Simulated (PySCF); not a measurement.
# Correlation energy of Hf (hafnium, neutral)

[Xe] 4f14 5d4, high-spin 5D determinant (an excited configuration). All numbers are calculated (PySCF 2.14, the spin-free X2C one-electron Hamiltonian (Gaussian nucleus), in ANO-RCC-VTZP (8s7p5d3f2g1h, 104 functions)). Frozen: [Xe] 4f14; 4 electrons correlated.

```tsv
level	correlation energy (mhartree)
CCSD	-39.88
(T)	-1.27
CCSD(T)	-41.15
```

Diagnostics: T1 = 0.0042, D1 = 0.0065, largest double amplitude 0.111.

Spin-orbit coupling, absent here, splits the open shell strongly.

Cost of the coupled-cluster step: about 14 core-seconds, for 4 correlated electrons.

Iterations:

```
CC2 = 0
CCSD nocc = (np.int64(4), np.int64(0)), nmo = (70, 70)
frozen orbitals [[0, 1, 2, 3, 4, 5, 6, 7, 8, 9, 10, 11, 12, 13, 14, 15, 16, 17, 18, 19, 20, 21, 22, 23, 24, 25, 26, 27, 28, 29, 30, 31, 32, 33], [0, 1, 2, 3, 4, 5, 6, 7, 8, 9, 10, 11, 12, 13, 14, 15, 16, 17, 18, 19, 20, 21, 22, 23, 24, 25, 26, 27, 28, 29, 30, 31, 32, 33]]
max_cycle = 100
direct = 0
conv_tol = 1e-08
conv_tol_normt = 1e-06
diis_space = 8
diis_start_cycle = 0
Init t2, MP2 energy = -0.0300150701118996
Init E_corr(UCCSD) = -0.030015070466405
cycle = 1  E_corr(UCCSD) = -0.0358785193298603  dE = -0.00586344886  norm(t1,t2) = 0.0478545
cycle = 2  E_corr(UCCSD) = -0.0376355972108901  dE = -0.00175707788  norm(t1,t2) = 0.0286293
cycle = 3  E_corr(UCCSD) = -0.0398803476870053  dE = -0.00224475048  norm(t1,t2) = 0.0198441
cycle = 4  E_corr(UCCSD) = -0.0398329595947177  dE = 4.73880923e-05  norm(t1,t2) = 0.00883554
cycle = 5  E_corr(UCCSD) = -0.039825354531964  dE = 7.60506275e-06  norm(t1,t2) = 0.0123076
cycle = 6  E_corr(UCCSD) = -0.0398962764432828  dE = -7.09219113e-05  norm(t1,t2) = 0.000962135
cycle = 7  E_corr(UCCSD) = -0.0398673459947485  dE = 2.89304485e-05  norm(t1,t2) = 0.00021042
cycle = 8  E_corr(UCCSD) = -0.0398766700015503  dE = -9.3240068e-06  norm(t1,t2) = 8.53421e-05
cycle = 9  E_corr(UCCSD) = -0.0398748168504639  dE = 1.85315109e-06  norm(t1,t2) = 3.06969e-05
cycle = 10  E_corr(UCCSD) = -0.0398755005785937  dE = -6.8372813e-07  norm(t1,t2) = 8.91745e-06
cycle = 11  E_corr(UCCSD) = -0.0398752784863591  dE = 2.22092235e-07  norm(t1,t2) = 3.47769e-06
cycle = 12  E_corr(UCCSD) = -0.0398752736990794  dE = 4.7872797e-09  norm(t1,t2) = 1.21113e-06
cycle = 13  E_corr(UCCSD) = -0.0398752737752871  dE = -7.62077276e-11  norm(t1,t2) = 2.51674e-07
UCCSD converged
E(UCCSD) = -15072.76851031534  E_corr = -0.03987527377528714
UCCSD(T) correction = -0.00127013097631861
```
